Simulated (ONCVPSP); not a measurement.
**S (Z = 16), ONCV: configuration errors across variants**

ONCVPSP 4.0.1 input, shortened (lines: element, Z, core and valence counts, functional; n l f; lmax; l rc ep ncon nbas qcut; lloc lpopt rc5 dvloc0; l nproj debl; icmod fcfact rcfact), LDA (Perdew-Zunger), non-relativistic:

```
  S 16.00    3    2        3      upf
    1    0    2.00
    2    0    2.00
    2    1    6.00
    3    0    2.00
    3    1    4.00
    1
    0    1.55    0.00    5    9    4.60
    1    1.60    0.00    4    7    5.30
    4    5    1.30    0.00
    0    2    0.70
    1    3    2.30
    3    3.75    1.30
```

All-electron excitation energies from the reference (eV): (1) 3s2 3p3 11.876; (2) 3s2 3p2 34.262; (3) 3s2 3p1 68.428; (4) 3s2 3p0 115.414.

Errors AE − PS in meV (a dash: test not solved or not reliable):

| change | (1) | (2) | (3) | (4) | bound ghosts | GHOST(+) flags above zero |
| --- | --- | --- | --- | --- | --- | --- |
| base | +2.1 | +18 | +71 | +205 | none | s, p |
| s: debl 0.65 | +2.1 | +18 | +71 | +205 | none | s, p |
| s: debl 1.1 | +2.1 | +18 | +71 | +204 | none | p |
| s: debl 3.75 | +2.1 | +18 | +71 | +204 | none | s, p |

Question: Give the same row for: s: debl 2.45.

Answer: +2.1, +18, +71, +203; bound ghosts: none; GHOST(+) flags above zero: s, p.
